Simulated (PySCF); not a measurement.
This script is equivalent to a calculation on Cl⁺ (chlorine, charge +1).

```python
from pyscf import gto, scf, dft, mp, cc
import basis_set_exchange as bse
mol = gto.M(atom="Cl 0 0 0", charge=1, spin=2, symmetry="D2h",
            basis=gto.basis.parse(bse.get_basis("jorge-DZP-DKH", elements=["Cl"], fmt="nwchem", header=False)),
            nucmod="G")
mf = dft.UKS(mol, xc="TPSS").sfx2c1e()
mf.irrep_nelec = {'Ag': (3, 3), 'B1u': (2, 1), 'B2u': (2, 2), 'B3u': (2, 1)}
mf.kernel()
```

(1) What total energy does it give?

(2) Which occupied shell lies highest, and where?

(3) What is ⟨S²⟩, and what would a pure spin state give?

Results:

(1) -461.109 hartree (calculated).

(2) 3p β, at -18.526 eV.

(3) 2.003, against 2.00.
